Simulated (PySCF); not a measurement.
Checking a proposed structure

A compound C4H5N3O2Si gives the data below (simulated from a calculation) and was assigned the structure `O=Cc1ncnnc1O[SiH3]`.

$^{13}$C{$^{1}$H} NMR (computed): δ 191.0 (CH, 2C), 153.9 (C, 2C).

$^{1}$H NMR (400 MHz, computed): δ 10.91 (s, 2H), 5.41 (s, 3H).

- geometry from GFN2-xTB
- NMR shieldings at PBE0/pcSseg-1/GIAO
- program: PySCF
- no relativistic terms, single conformer, in vacuum, averaged over atoms made equivalent by symmetry, fast rotation or ring inversion

Referencing at the same level of theory: $^{1}$H, $^{13}$C against TMS.

(1) Compare with the shifts computed for the proposed structure, pairing carbons in order of shift.

(2) Which isomer fits?

Answers

(1) Numbering as in the mapped SMILES `[O:1]=[CH:2][c:3]1[n:4][cH:5][n:6][n:7][c:8]1[O:9][SiH3:10]`. Each H is labelled by its parent atom.

```tsv
atom	computed for proposal	given list	difference
C2	202.0	191.0	+11.0
C8	164.9	191.0	-26.1
C5	159.2	153.9	+5.3
C3	137.6	153.9	-16.3
```

The rms difference is 16.6 ppm and the largest -26.1 ppm at C8 (aromatic carbon bearing oxygen). The proposal also would give 4 carbon signals, not 2. The carbon types in order of shift don't match either: CH, C, CH, C for the proposal against CH, CH, C, C in the data. The proposal doesn't fit.

(2) `O=Cc1nn([SiH3])nc1C=O`.

1. Carbon types of the structure: 2 × C, 2 × CH, leaving 3 H on heteroatoms.
2. δC 191.0: aldehyde carbonyl carbon; low-lying n→π* states of the double bond to the heteroatom give a large paramagnetic term (-247 ppm).
3. δC 153.9: substituted aromatic carbon next to a ring nitrogen.
4. δH 10.91: hydrogen on an aldehyde carbonyl carbon; the C=O anisotropy and electron withdrawal place aldehyde protons far downfield.
5. δH 5.41: hydrogen on a silicon bonded to N.

The shifts were computed for this structure.

Shifts are as computed. Against solution values, carbons near 30 ppm lie about +3 ppm off and those near 130 ppm about +5 ppm. Of 1211 compounds with measured shifts, 218 miss one by over three times the rms of a fit or turn the order of signals round; such compounds aren't used in these exercises. No couplings were computed; multiplicities are counted from neighbouring protons, with m where these are inequivalent, close in shift, in a saturated or five-membered ring or joined by F or P, and br s for small geminal =CH2 splittings.
